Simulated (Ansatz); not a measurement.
Total energies of C$_{6}$H$_{5}$O (`[O]c1ccccc1`) radical.

Cartesian coordinates in Å:
```
O -0.287 -1.930 1.804
C -0.153 -1.025 0.959
C -1.296 -0.406 0.330
C -1.134 0.587 -0.597
C 0.151 1.019 -0.952
C 1.287 0.444 -0.366
C 1.153 -0.551 0.565
H -2.275 -0.763 0.628
H -1.998 1.046 -1.064
H 0.269 1.806 -1.688
H 2.272 0.793 -0.656
H 2.010 -1.018 1.037
```

Total charge 0; spin multiplicity 2. The geometry is a stationary point of PBE0-D4/def2-TZVP. Basis def2-TZVPP, Ansatz 0.2.0.

RPA on PBE orbitals: Hartree–Fock energy of these orbitals -304.99635 Eh, correlation -1.81212 Eh (frozen core).

```tsv
functional	energy without D4 (Eh)	D4 term (kJ/mol)
BLYP	-306.84133	-67.4
r2SCAN	-306.77449	-7.5
B97M-V	-306.93745	–
PBE0	-306.58402	-25.1
B3LYP	-306.94978	-48.1
r2SCANh	-306.75834	-7.9
HSE06 (plane-wave form)	-306.56777	-23.2
ωB97X-V	-306.84720	–
ωB97M-V	-306.82764	–
PBE-QIDH	-306.52132	–
```

Q: Give the same for LDA (SPW92), PBE, revPBE, r2SCAN0, BHLYP, CAM-B3LYP, LC-ωPBE, B2PLYP. (An estimate is asked.)

A: Ansatz gave: 
```
 functional  energy without D4 (Eh)  D4 term (kJ/mol)
LDA (SPW92)              -304.27260                 –
        PBE              -306.56606             -30.0
     revPBE              -306.85874            -101.1
    r2SCAN0              -306.73592              -8.6
      BHLYP              -306.76660             -34.0
  CAM-B3LYP              -306.78777             -25.1
    LC-ωPBE              -306.71942                 –
     B2PLYP              -306.68567                 –
```

B3LYP takes the VWN-RPA correlation (the form of Gaussian; ORCA's B3LYP/G). HSE06 is the plane-wave form, built on full-range PBE exchange. The double hybrids freeze the cores in their second-order part.

LC-ωPBE has ω = 0.4 bohr⁻¹.
